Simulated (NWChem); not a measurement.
A series in which one site is exchanged, each optimised at PBE0/def2-SVP with NWChem, gas phase unless a solvent is named. This build's default masses of Se (78.918 u) and Br (79.917 u) are each other's, which moves their modes by up to 0.6 %. Some are not confirmed as minima by frequencies. def2 effective core potentials on Cd; no spin-orbit coupling.

A: [Zn]([SiH3])[Cl] (ZnSiH3Cl; site = Zn)
B: [SiH3][Mg][Cl] (MgSiH3Cl; site = Mg)
C: [SiH3][Se]Cl (SiH3SeCl; site = Se)
D: [SiH3][Cd][Cl] (CdSiH3Cl; site = Cd)

Problem. Rank them by dipole (D), PBE0/def2-SVP, lowest first.

Solution. B (1.38), C (1.80), A (1.99), D (2.50)
